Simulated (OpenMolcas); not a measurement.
**Ionisation energies of copper**

```
Program             : OpenMolcas 26.06
Basis               : ANO-RCC-VTZP [6s5p3d2f1g]
Scalar Hamiltonian  : DKH2, point nucleus
Spin-orbit coupling : state interaction with AMFI integrals over the reference wave functions, term energies averaged over their components
```

Active shells in each charge state: the valence d shell, with orbitals averaged over the low states. Where CASPT2's correlated closed shells are named, they are those of the first ion.

A. CASSCF
B. SS-CASPT2, IPEA 0.25 Eh, imaginary shift 0.1 Eh (closed shells correlated: 3s 3p)
C. SS-CASPT2, IPEA 0.25 Eh, imaginary shift 0.1 Eh (closed shells correlated: 2s 2p 3s 3p)
D. SS-CASPT2, IPEA 0 Eh, imaginary shift 0.1 Eh (closed shells correlated: 3s 3p)
E. SS-CASPT2, IPEA 0.25 Eh, imaginary shift 0.1 Eh (closed shells correlated: none)

Energies in eV between the lowest computed levels, named as in B; reference values from the NIST Atomic Spectra Database with their kind.

| From | To | A | B | C | D | E | Spin-orbit share in B | Reference |
| --- | --- | --- | --- | --- | --- | --- | --- | --- |
| Cu2+ 3d9 2D 5/2 | Cu3+ 3d8 3F4 | 34.049 | 37.078 | 37.088 | 37.017 | 36.709 | -0.066 | 36.841 (measured) |
| Cu3+ 3d8 3F4 | Cu4+ 3d7 4F 9/2 | 55.148 | 57.447 | 57.460 | 57.424 | 57.158 | -0.017 | 57.380 (semi-empirical) |
| Cu4+ 3d7 4F 9/2 | Cu5+ 3d6 5D4 | 78.703 | 80.536 | 80.549 | 80.532 | 80.289 | +0.049 | 79.800 (semi-empirical) |
| Cu5+ 3d6 5D4 | Cu6+ 3d5 6S 5/2 | 102.302 | 104.008 | 104.024 | 103.988 | 103.746 | +0.135 | 103.000 (semi-empirical) |
| Cu6+ 3d5 6S 5/2 | Cu7+ 3d4 5D0 | 138.229 | 139.163 | 139.180 | 139.199 | 138.997 | -0.243 | 139.000 (semi-empirical) |
| Cu7+ 3d4 5D0 | Cu8+ 3d3 4F 3/2 | 166.078 | 166.968 | 166.989 | 166.994 | 166.689 | -0.108 | 166.000 (theoretical) |

Error against the reference values, in %:

```
From       Reference     A     B     C     D     E
Cu2+        measured  -7.6  +0.6  +0.7  +0.5  -0.4
Cu3+  semi-empirical  -3.9  +0.1  +0.1  +0.1  -0.4
Cu4+  semi-empirical  -1.4  +0.9  +0.9  +0.9  +0.6
Cu5+  semi-empirical  -0.7  +1.0  +1.0  +1.0  +0.7
Cu6+  semi-empirical  -0.6  +0.1  +0.1  +0.1     0
Cu7+     theoretical     0  +0.6  +0.6  +0.6  +0.4
```

Absolute error against the one measured value: A 2.79 eV, B 0.24 eV, C 0.25 eV, D 0.18 eV, E 0.13 eV. E lies closest.

The lowest level within the active space need not be the ion's true ground level.
